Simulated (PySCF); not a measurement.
**Core binding energy against partial charge**

4,4,4-trifluorobutan-2-one, C4H5F3O.
Bonds: C1–C2, C2–O3 (double), C2–C4, C4–C5, C5–F6, C5–F7, C5–F8. Hydrogens: H9, H10, H11 on C1; H12, H13 on C4.

Binding energies: delta-SCF UKS SCAN, pcX-2 on the ionised atom, pcseg-1 elsewhere, spin-free X2C (PySCF). Charges: PBE0/pcSseg-1 ground-state density, for the ionised atom.

```tsv
atom	environment	C 1s (eV)	Mulliken (e)	IAO (e)	Hirshfeld (e)	ESP (e)
C1	methyl carbon next to a carbonyl	291.46	-0.274	-0.475	-0.127	-0.609
C4	sp3 carbon next to a carbonyl	292.07	-0.306	-0.368	-0.104	-0.600
C2	ketone carbonyl carbon	294.14	+0.148	+0.399	+0.173	+0.763
C5	CF3 carbon	298.66	+0.763	+0.811	+0.263	+0.704
```

Q: Give the correlation coefficient and slope of binding energy on charge for each scheme.

A: Mulliken: r = 0.99, slope 6.5 eV per e; IAO: r = 0.95, slope 5.0 eV per e; Hirshfeld: r = 0.92, slope 15.2 eV per e; ESP: r = 0.80, slope 3.4 eV per e. Mulliken charges have the highest r, on only 4 points.

Q: The point-charge model writes a binding energy as kq + V + constant, with V the potential of the other atoms' charges at the site. What does it give with the Hirshfeld charges?

A: V = Σ 14.40 eV Å × q/r over all other atoms: +2.48 eV at C1, +2.83 eV at C4, -2.70 eV at C2, -2.83 eV at C5. Fitting binding energy − V to q gives k = 30.8 eV per e and leaves an rms residual of 0.69 eV, against 1.14 eV for the fit on q alone. The model has no term for differences in relaxation between sites.

Spin contamination (⟨S²⟩ against 0.75 for a pure doublet) is marked for C 1s of C2 (0.85), which makes this value less certain. One conformer (not necessarily the lowest) at the PBE0-D3(BJ)/def2-SVP geometry, without solvent, vibrations or thermal averaging.

The values belong to the conformer `[CH3:1][C:2](=[O:3])[CH2:4][C:5]([F:6])([F:7])[F:8]`: C1–C2–C4–C5 -44°, C2–C4–C5–F6 -51°.
